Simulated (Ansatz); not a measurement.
C₄H₄F₆O (`FCC(F)(F)OC(F)(F)CF`), relaxed with RKS PBE0-D4/def2-TZVP in Ansatz 0.2.0 from a GFN2-xTB geometry. The force threshold is 0.005 eV/Å; the program also tests the step.

Total charge 0; spin multiplicity 1.

Start:

```xyz
15

F     2.011    1.474    1.304
C     1.157    2.065    0.430
C    -0.127    1.234    0.308
F    -0.921    1.821   -0.623
F    -0.841    1.265    1.447
O     0.197   -0.045   -0.062
C    -0.745   -1.039   -0.025
F    -1.917   -0.645   -0.554
F    -1.033   -1.385    1.255
C    -0.198   -2.280   -0.741
F     0.168   -1.962   -2.009
H     1.641    2.114   -0.550
H     0.904    3.061    0.808
H    -0.982   -3.042   -0.785
H     0.686   -2.638   -0.204
```

```csv
step,energy (eV),largest force (eV/Å),largest move (Å)
1,-22548.9038,0.588,0.000
2,-22548.9413,0.316,0.033
3,-22548.9508,0.046,0.043
4,-22548.9539,0.066,0.043
5,-22548.9574,0.165,0.104
6 (rejected),-22548.9440,0.351,0.056
7,-22548.9597,0.031,0.028
8,-22548.9601,0.007,0.018
9,-22548.9603,0.007,0.020
10,-22548.9603,0.004,0.003
```

End:

```xyz
15

F     1.854    1.523    1.521
C     1.151    2.040    0.472
C    -0.123    1.249    0.258
F    -0.803    1.831   -0.750
F    -0.909    1.296    1.344
O     0.206   -0.046   -0.067
C    -0.720   -1.060    0.015
F    -1.922   -0.660   -0.427
F    -0.879   -1.453    1.295
C    -0.215   -2.250   -0.775
F    -0.088   -1.919   -2.093
H     1.754    1.988   -0.437
H     0.877    3.075    0.689
H    -0.940   -3.061   -0.668
H     0.755   -2.551   -0.375
```

It took 32 s on 4 threads of an AMD EPYC 7R13 on a shared host and a share of an NVIDIA H100 80 GB, with 1 GiB of host memory at the peak.
